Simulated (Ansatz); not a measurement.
Geometry optimisation of Li2Al2⁻.

```yaml
crystal:
  periodic: [false, false, false]
  atoms:
    - {symbol: Li, position_ang: [-0.888050, -1.329020, 0.371000]}
    - {symbol: Li, position_ang: [1.156580, -0.576370, 1.091990]}
    - {symbol: Al, position_ang: [0.498890, -0.069630, -1.205450]}
    - {symbol: Al, position_ang: [-0.767420, 1.975020, -0.257540]}
basis:
  gaussian: {orbitals: def2-TZVPD}
total_charge: -1
magnetization: {spin_polarized: true, initial_magnetization: 1}
hamiltonian: {xc: pbe, dispersion: d4}
scf: {lower_state_search: "off"}
output: {orbitals: {seedname: orbitals}}
relax: {f_tol: 0.02, max_steps: 100}
```

```sh
$ ansatz run in.yaml --threads 4 --pin off --events-out ev --progress --plain --max-ram 3916MiB
```

Shortened log:

```
Functional definition: PBE
  name "PBE"
  cite "Perdew, Burke & Ernzerhof, Phys. Rev. Lett. 77, 3865 (1996) doi:10.1103/PhysRevLett.77.3865"
  parent pbe
  parameter kappa = 0.804
  parameter beta = 0.06672455060314922
  exchange = pbe_x(kappa = kappa, mu = beta*pi^2/3)
  correlation = pbe_c(beta = beta)
these checks for a lower state are left out or cut short: stability, starts, cluster_reference, orbital_swaps, neighbouring_geometries, increment
mean field -13594.29661050 eV, -499.5811858906 hartree, gradient 1.0e-5 eV, S^2 0.762596; 0 other end points of the search recorded, 0 dependent functions left out
the calculation of the forces begins
relax step   1: F+E_penalty+E_count = -13594.40778989 eV  Δ(F+E_penalty+E_count) = +0.000e0 eV  max|allowed force component| = 1.336e0 eV/Å  Δτ_max = 0.0000 Å  (26 SCF iters, accepted)
these checks for a lower state are left out or cut short: stability, starts, cluster_reference, orbital_swaps, neighbouring_geometries, increment
mean field -13594.80768833 eV, -499.5999676545 hartree, gradient 2.0e-6 eV, S^2 0.762879; 0 other end points of the search recorded, 0 dependent functions left out
the calculation of the forces begins
relax step   2: F+E_penalty+E_count = -13594.90530063 eV  Δ(F+E_penalty+E_count) = -4.975e-1 eV  max|allowed force component| = 5.509e-1 eV/Å  Δτ_max = 0.1931 Å  (32 SCF iters, accepted)
these checks for a lower state are left out or cut short: stability, starts, cluster_reference, orbital_swaps, neighbouring_geometries, increment
mean field -13595.02873663 eV, -499.6080910297 hartree, gradient 2.0e-6 eV, S^2 0.762578; 0 other end points of the search recorded, 0 dependent functions left out
the calculation of the forces begins
relax step   3: F+E_penalty+E_count = -13595.12099783 eV  Δ(F+E_penalty+E_count) = -2.157e-1 eV  max|allowed force component| = 3.089e-1 eV/Å  Δτ_max = 0.1964 Å  (29 SCF iters, accepted)
these checks for a lower state are left out or cut short: stability, starts, cluster_reference, orbital_swaps, neighbouring_geometries, increment
mean field -13595.14352658 eV, -499.6123094827 hartree, gradient 9.0e-7 eV, S^2 0.760961; 0 other end points of the search recorded, 0 dependent functions left out
the calculation of the forces begins
relax step   4: F+E_penalty+E_count = -13595.22467292 eV  Δ(F+E_penalty+E_count) = -1.037e-1 eV  max|allowed force component| = 1.290e-1 eV/Å  Δτ_max = 0.1996 Å  (32 SCF iters, accepted)
these checks for a lower state are left out or cut short: stability, starts, cluster_reference, orbital_swaps, neighbouring_geometries, increment
mean field -13595.15464586 eV, -499.6127181087 hartree, gradient 1.1e-6 eV, S^2 0.760764; 0 other end points of the search recorded, 0 dependent functions left out
the calculation of the forces begins
relax step   5: F+E_penalty+E_count = -13595.23551791 eV  Δ(F+E_penalty+E_count) = -1.084e-2 eV  max|allowed force component| = 1.166e-2 eV/Å  Δτ_max = 0.0634 Å  (27 SCF iters, accepted)
Total energy: -13595.23555543 eV, -499.6156914804 hartree
Atom 0 at    -1.344833    -1.177937     0.185271 Å, force     0.007287     0.004243     0.005914 eV/Å
Atom 1 at     1.357827    -0.093734     1.175151 Å, force    -0.011664    -0.001833    -0.003029 eV/Å
Atom 2 at     0.593069    -0.169927    -1.435058 Å, force    -0.002430     0.007898     0.001631 eV/Å
Atom 3 at    -0.606063     1.441598     0.074636 Å, force     0.006807    -0.010308    -0.004517 eV/Å
Dipole moment:     0.000514    -0.072955     0.078895 e Å
Checks for a lower state left out: stability, starts, cluster_reference, orbital_swaps, neighbouring_geometries, increment
```

Hardware: 4 threads of Intel Xeon Platinum 8259CL on a shared host. Wall time 10 s.

The highest occupied level of the charge -1 doublet lies above zero (up to 0.46 eV). The electron is either unbound and held by the finite basis, or the level is raised by self-interaction error. The structure comes from a short search, and lower isomers may exist.
